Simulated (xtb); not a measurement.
pivalic acid (C5H10O2), singlet, at a GFN2-xTB geometry; GFN2-xTB with ALPB(hexane) (xtb).

The xtb input:
```
$ xtb mol.xyz --gfn 2 --alpb hexane --json

# file mol.xyz
17

C     -0.87672670     0.24345342     1.51819403
C     -0.55370175     0.14503550     0.02301938
C     -1.51751436    -0.81736050    -0.66854879
C     -0.62795616     1.53304407    -0.62312062
C      0.86734031    -0.37620254    -0.12580056
O      1.77006440     0.42386387     0.46090879
O      1.18995166    -1.38384948    -0.69516848
H     -0.18253916     0.91720958     2.01363029
H     -1.88755873     0.62177436     1.65096005
H     -0.80942748    -0.73541171     1.98815157
H     -2.53869621    -0.45806602    -0.57080376
H     -1.44749951    -1.80722078    -0.22507995
H     -1.27334851    -0.90444702    -1.72410032
H      0.06775485     2.21469776    -0.14079788
H     -0.38309839     1.47461697    -1.68151429
H     -1.63501299     1.93093519    -0.52285011
H      2.66064960     0.05797695     0.34402125
```

### Question
Write the output that xtb gives for this input, abridged.

### Answer

```
   ID    Z sym.   atoms
    1    6 C      1-5
    2    8 O      6, 7
    3    1 H      8-17

           -------------------------------------------------
          |                Calculation Setup                |
           -------------------------------------------------

           -------------------------------------------------
          |                 G F N 2 - x T B                 |
           -------------------------------------------------

      * Solvation model:               ALPB
        Solvent                        hexane
        Parameter file                 internal GFN2-xTB/ALPB
        Dielectric constant                1.8800E+00
        Reference state                gsolv [1 M gas/solution]
        Free energy shift                  4.8134E-03 Eh       3.0204E+00 kcal/mol
        Temperature                        2.9815E+02 K
        Density                            6.6000E-01 kg/L
        Solvent mass                       8.6180E+01 g/mol
        Interaction kernel             P16
        Born radius scaling (c1)           1.1040E+00
        Born radii integrator          GBOBC
        Born offset                        0.0000E+00 a0       0.0000E+00 AA
        H-bond correction              false
        Ion screening                  false
        Surface tension                    1.0000E-05 Eh       1.5569E+01 dyn/cm
        Grid points                               230 per atom

          ...................................................
          :                      SETUP                      :
          :.................................................:
          :  # basis functions                  38          :
          :  # atomic orbitals                  38          :
          :  # shells                           24          :
          :  # electrons                        42          :
          :  max. iterations                   250          :
          :  Hamiltonian                  GFN2-xTB          :
          :  restarted?                      false          :
          :  GBSA solvation                   true          :
          :  PC potential                    false          :
          :  electronic temp.          300.0000000     K    :
          :  accuracy                    1.0000000          :
          :  -> integral cutoff          0.2500000E+02      :
          :  -> integral neglect         0.1000000E-07      :
          :  -> SCF convergence          0.1000000E-05 Eh   :
          :  -> wf. convergence          0.1000000E-03 e    :
          :  Broyden damping             0.4000000          :
          :  net charge                          0          :
          :  unpaired electrons                  0          :
          ...................................................

 iter      E             dE          RMSdq      gap      omega  full diag
   1    -24.1936735 -0.241937E+02  0.371E+00    5.68       0.0  T
   2    -24.2386930 -0.450195E-01  0.186E+00    4.74       1.0  T
   3    -24.2406386 -0.194564E-02  0.102E+00    5.02       1.0  T
   4    -24.2422746 -0.163600E-02  0.152E-01    4.78       1.0  T
   5    -24.2424008 -0.126210E-03  0.688E-02    4.82       1.0  T
   6    -24.2424026 -0.174862E-05  0.102E-02    4.82       2.4  T
   7    -24.2424033 -0.677356E-06  0.457E-03    4.82       5.3  T
   8    -24.2424033 -0.308691E-07  0.210E-03    4.82      11.5  T
   9    -24.2424033 -0.811207E-08  0.484E-04    4.82      50.1  T
  10    -24.2424033 -0.304755E-09  0.996E-05    4.82     243.4  T

   *** convergence criteria satisfied after 10 iterations ***

         :::::::::::::::::::::::::::::::::::::::::::::::::::::
         ::                     SUMMARY                     ::
         :::::::::::::::::::::::::::::::::::::::::::::::::::::
         :: total energy             -23.965666558782 Eh    ::
         :: total w/o Gsasa/hb       -23.961636904326 Eh    ::
         :: gradient norm              0.011999760418 Eh/a0 ::
[...]
        32                          0.2258330               6.1452
       ...                                ...                  ...
        38                          0.6362712              17.3138
      -------------------------------------------------------------
                  HL-Gap            0.1772379 Eh            4.8229 eV
             Fermi-level           -0.3286495 Eh           -8.9430 eV

     #   Z          covCN         q      C6AA      α(0)
     1   6 C        3.761    -0.113    22.699     6.792
     2   6 C        3.900     0.008    20.386     6.418
     3   6 C        3.761    -0.114    22.729     6.796
     4   6 C        3.761    -0.113    22.699     6.792
     5   6 C        2.701     0.365    20.814     7.467
     6   8 O        1.659    -0.385    20.564     6.122
     7   8 O        0.856    -0.441    22.512     6.361
     8   1 H        0.925     0.054     2.268     2.355
     9   1 H        0.925     0.055     2.264     2.353
    10   1 H        0.925     0.043     2.411     2.428
    11   1 H        0.925     0.050     2.325     2.385
    12   1 H        0.925     0.049     2.329     2.386
    13   1 H        0.925     0.049     2.329     2.386
    14   1 H        0.925     0.054     2.268     2.355
    15   1 H        0.925     0.043     2.411     2.428
    16   1 H        0.925     0.055     2.264     2.353
    17   1 H        0.804     0.341     0.610     1.227

 Mol. C6AA /au·bohr⁶  :       2210.049380
 Mol. C8AA /au·bohr⁸  :      47184.007034
 Mol. α(0) /au        :         69.404769

Wiberg/Mayer (AO) data.
largest (>0.10) Wiberg bond orders for each atom

 ---------------------------------------------------------------------------
     #   Z sym  total        # sym  WBO       # sym  WBO       # sym  WBO
 ---------------------------------------------------------------------------
     1   6 C    3.992 --    10 H    0.986     8 H    0.984     9 H    0.982
                             2 C    0.980
     2   6 C    3.989 --     3 C    1.000     4 C    0.980     1 C    0.980
                             5 C    0.949
     3   6 C    3.993 --     2 C    1.000    11 H    0.985    12 H    0.985
                            13 H    0.985
     4   6 C    3.992 --    15 H    0.986    14 H    0.984    16 H    0.982
                             2 C    0.980
     5   6 C    3.897 --     7 O    1.754     6 O    1.136     2 C    0.949
     6   8 O    2.195 --     5 C    1.136    17 H    0.859     7 O    0.169
     7   8 O    2.020 --     5 C    1.754     6 O    0.169
     8   1 H    0.997 --     1 C    0.984
     9   1 H    0.997 --     1 C    0.982
    10   1 H    0.998 --     1 C    0.986
    11   1 H    0.997 --     3 C    0.985
    12   1 H    0.998 --     3 C    0.985
    13   1 H    0.998 --     3 C    0.985
    14   1 H    0.997 --     4 C    0.984
    15   1 H    0.998 --     4 C    0.986
    16   1 H    0.997 --     4 C    0.982
    17   1 H    0.883 --     6 O    0.859
 ---------------------------------------------------------------------------

Topologies differ in total number of bonds
Writing topology from bond orders to xtbtopo.mol

molecular dipole:
                 x           y           z       tot (Debye)
 q only:       -0.293       0.771       0.430
   full:       -0.122       0.755       0.440       2.243
molecular quadrupole (traceless):
                xx          xy          yy          xz          yz          zz
 q only:        4.989       1.970      -4.051       1.731      -2.392      -0.938
  q+dip:        6.810       1.415      -5.494       1.571      -3.517      -1.317
   full:        6.375       1.705      -5.499       1.620      -3.880      -0.876

           -------------------------------------------------
          | TOTAL ENERGY              -23.965666558782 Eh   |
          | GRADIENT NORM               0.011999760418 Eh/α |
          | HOMO-LUMO GAP               4.822888426341 eV   |
           -------------------------------------------------

normal termination of xtb
```
